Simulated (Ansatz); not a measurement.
Coupled-cluster diagnostics for Sn(SiH3)4 (Si₄SnH₁₂), Ansatz.

Geometry of the singlet (B3LYP-D4/def2-SVP):

```xyz
17

Sn    0.0089   -0.0016   -0.0026
Si   -0.3042    2.4344    0.8094
H    -1.6498    2.6000    1.4357
H    -0.1925    3.3810   -0.3403
H     0.7394    2.7832    1.8191
Si   -0.0202   -1.5993    2.0314
H    -1.3532   -1.5473    2.7027
H     1.0282   -1.2037    3.0186
H     0.2398   -3.0034    1.5940
Si    2.2645   -0.2115   -1.2501
H     3.3952    0.1354   -0.3383
H     2.2930    0.7150   -2.4209
H     2.4569   -1.6088   -1.7407
Si   -1.9336   -0.6251   -1.5929
H    -3.2315   -0.5698   -0.8562
H    -1.7464   -2.0068   -2.1279
H    -1.9946    0.3283   -2.7408
```

In the def2 sets Sn takes a core potential; there is no spin–orbit coupling. Correlated methods freeze 24 core orbitals; core or outer-core shells of Sn are correlated, in sets that lack core-valence functions.

(1) Estimate the CCSD(T) correlation energy, the shares of MP2 and (T), T1 and the reference's ⟨S²⟩ for: charge 0, singlet, own geometry in def2-SVP; charge 1, doublet, vertical in def2-SVP; and the rough time on 2 threads of AMD EPYC 7R13 on a shared host and a share (18 GiB) of an NVIDIA H100 80GB HBM3.

Results:

(1) 
```csv
state,basis,correlation (eV),MP2 share (%),(T) share (%),T1,⟨S²⟩ (pure),wall time
"charge 0, singlet, own geometry",def2-SVP,-17.661,81.1,2.8,0.011,0.00 (0.00),2.7 s
"charge 1, doublet, vertical",def2-SVP,-17.169,80.2,2.9,0.015,0.76 (0.75),3.1 s
```
Customary marks for T1 are 0.02 (closed shells), 0.045 (open shells) and about 0.05 (3d metals). T1 stays under 0.02 throughout.
